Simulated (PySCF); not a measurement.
ZnBr, SMILES [Zn][Br] (connectivity only; charge and spin as stated), neutral, multiplicity 2. Atoms are numbered in the order given.

```xyz
2

Zn     0.0000     0.0000    -1.2429
Br     0.0000     0.0000     1.0653
```
Charge 0, spin multiplicity 2.

Geometry optimised at PBE0-D3(BJ)/def2-TZVP. The spin state was assumed, not searched.

All values below come from PBE/def2-TZVPD run with PySCF.

Mulliken values depend strongly on the basis, most of all with diffuse functions as here. ESP charges are fitted to the potential on shells at 1.4 to 2.0 van der Waals radii. Atomic charges (e):

| atom | ESP fit | Mulliken | meta-Löwdin | Mulliken spin |
|---|---|---|---|---|
| Zn1 | 0.29 | 0.16 | 0.63 | 0.78 |
| Br2 | -0.29 | -0.16 | -0.63 | 0.22 |
